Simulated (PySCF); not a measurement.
Compound: (F)3Zr-S-SiH3 (singlet state).
Geometry (PBE0-D3(BJ)/def2-SVP, Å), atoms numbered from 1 in this order:
```xyz
9
F3H3SSiZr angstrom
Zr     1.0172    1.1396   -0.0453
F      0.1238    1.9132   -1.5289
F      2.3025   -0.1415   -0.5995
F      1.9289    2.5396    0.8380
S     -0.5262    0.2605    1.6428
Si    -1.1105   -1.2092    0.2088
H     -0.7305   -2.5870    0.6227
H     -0.3172   -0.8639   -1.0323
H     -2.5554   -1.1208   -0.1321
```

The calculation used PySCF, TDDFT wB97X-D/def2-SVPD, vertical, gas phase, core orbitals frozen in the response, def2 core potentials past Kr. Spin–orbit coupling is left out.

Orbital energies (eV): HOMO-3 -12.86, HOMO-2 -12.05, HOMO-1 -10.82, HOMO -10.00, LUMO -0.15, LUMO+1 0.11, LUMO+2 0.68.

Lowest singlets, with some entries withheld (?).

```
state  E (eV)       f   main configurations (H = HOMO, L = LUMO)
   S1    5.06  0.0001                                  H→L (98%)
   S2    5.62   0.020                   H→L+1 (79%), H-1→L (15%)
   S3    5.90   0.020                   H-1→L (81%), H→L+1 (12%)
   S4    6.03  0.0081                 H→L+2 (84%), H-1→L+1 (12%)
   S5    6.05  0.0038                 H-1→L+1 (84%), H→L+2 (10%)
   S6       ?       ?                                          ?
   S7    6.77  0.0080     H→L+5 (68%), H-1→L+2 (15%), H→L+4 (9%)
   S8    7.04   0.031      H→L+4 (36%), H→L+6 (32%), H→L+5 (12%)
   S9    7.08   0.012  H-2→L (38%), H-1→L+2 (35%), H-1→L+3 (16%)
  S10       ?       ?                                          ?
```

Q: Supply the missing values.

A: 
- S6: E = 6.48 eV; f = 0.0097; H→L+3 (79%), H→L+4 (12%)
- S10: E = 7.24 eV; f = 0.023; H-1→L+3 (58%), H-2→L (16%), H-1→L+4 (16%)

Q: What is the mean static polarisability from the same response equations?

A: 83.5 au (12.37 Å³), with principal values 70.9, 80.5 and 99.1 au.

Q: Where do the lowest triplets lie (Tamm–Dancoff)?

A: T1 4.95 eV, H→L (98%); T2 5.04 eV, H→L+1 (94%); T3 5.51 eV, H-1→L (95%); T4 5.73 eV, H-1→L+1 (82%), H→L+2 (12%). E(S1) − E(T1) = +0.11 eV.

Q: What is the vertical ionisation energy by ΔSCF at this level?

A: 10.27 eV; −ε(HOMO) is 10.00 eV.

Time: 55 s (with the writing of density and orbital grids); peak memory 0.93 GiB. Hardware: AMD EPYC 9B45, one thread, no GPU, shared host with 96 logical CPUs at a one-minute load of 10.
